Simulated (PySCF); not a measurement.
A calculated (PBE, PySCF 2.14, aug-cc-pwCVQZ, no relativity, point nucleus) atom or ion has these occupied shells.

```
shell  electrons  orbital energy (eV)  rms radius, mean of both spins (bohr)
 1s α          1              -2088.5                                  0.121
 1s β          1              -2088.3                                  0.121
 2s α          1              -183.59                                  0.569
 2s β          1              -183.35                                  0.569
 2p α          3              -135.10                                  0.544
 2p β          3              -134.77                                  0.544
 3s α          1              -23.912                                   1.96
 3s β          1              -21.860                                   1.96
 3p α          2              -14.986                                   2.29
```

Problem. Name the element and its charge.

Solution. P+ (phosphorus, charge +1), in [Ne] 3s2 3p2, high-spin 3P determinant.
